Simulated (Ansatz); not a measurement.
Total energies of BFH$_{5}$NOSi (`BN[SiH](O)F`).

Cartesian coordinates in Å:
```
B 0.660 1.335 1.141
N -0.170 0.781 0.157
Si -0.007 -0.800 -0.495
O -1.518 -1.301 -0.845
F 0.836 -0.792 -1.850
H 1.544 0.664 1.592
H 0.476 2.457 1.514
H -0.916 1.355 -0.211
H 0.726 -1.663 0.445
H -1.631 -2.036 -1.449
```

The species carries charge 0 and has multiplicity 1. Geometry: relaxed with PBE0-D4/def2-TZVP. It is one conformer, not always the lowest. Basis def2-TZVPP, the Gaussian-basis code of Ansatz.

RPA on PBE orbitals: Hartree–Fock energy of these orbitals -545.54391 Eh, correlation -1.46453 Eh (frozen core).

```tsv
functional	energy without D4 (Eh)	D4 term (kJ/mol)
PBE	-547.03059	-18.4
revPBE	-547.31700	-58.3
r2SCAN	-547.32424	-4.5
B97M-V	-547.34385	–
r2SCAN0	-547.28998	-5.2
HSE06 (plane-wave form)	-547.05498	-14.3
CAM-B3LYP	-547.40273	-15.6
ωB97X-V	-547.34832	–
ωB97M-V	-547.37619	–
PBE-QIDH	-546.96364	–
```

Task: Give the same for LDA (SPW92), BLYP, PBE0, B3LYP, r2SCANh, BHLYP, LC-ωPBE, B2PLYP. (An estimate is asked.)

Result: Computed: 
```
 functional  energy without D4 (Eh)  D4 term (kJ/mol)
LDA (SPW92)              -544.38585                 –
       BLYP              -547.41791             -41.1
       PBE0              -547.07371             -15.5
      B3LYP              -547.50761             -29.7
    r2SCANh              -547.31010              -4.7
      BHLYP              -547.36802             -22.2
    LC-ωPBE              -547.23306                 –
     B2PLYP              -547.19149                 –
```

B3LYP takes the VWN-RPA correlation (the form of Gaussian; ORCA's B3LYP/G). HSE06 is the plane-wave form, built on full-range PBE exchange. The double hybrids freeze the cores in their second-order part.

LC-ωPBE has ω = 0.4 bohr⁻¹.
